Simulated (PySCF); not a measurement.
MoO₂FCl, SMILES [O]=[Mo](=[O])([F])[Cl], multiplicity 1.

Coordinates come from a B3LYP-D3(BJ)/def2-SVP optimisation. The spin state was assumed, not searched. The structure was generated by enumeration; whether it is a known compound was not checked. The def2 effective core potentials stand for the cores of Mo; spin–orbit coupling is left out.

Two levels are set side by side: PBE/def2-TZVP (PySCF) and CAM-B3LYP/def2-TZVP (PySCF). Same geometry, gas phase. Differences are taken from unrounded values.

```
quantity                     CAM-B3LYP    PBE  PBE minus CAM-B3LYP
---------------------------  ---------  -----  -------------------
orbital gap (eV)                  8.75   4.04                -4.71
highest occupied level (eV)     -11.44  -8.39                 3.04
lowest empty level (eV)          -2.68  -4.35                -1.67
dipole moment (D)                 1.07   1.04                -0.04
mean polarisability (bohr³)       52.1   54.3                  2.2
```

PBE's occupied levels lie high since its potential decays too fast outside the molecule; exact exchange lowers them and widens the gap. PBE's more diffuse valence density responds more strongly to a field. Differences between two approximate levels are no errors against the true value.

Rough cost on one machine, each run with all the roots and properties that it gave: CAM-B3LYP against PBE within a factor of 2.
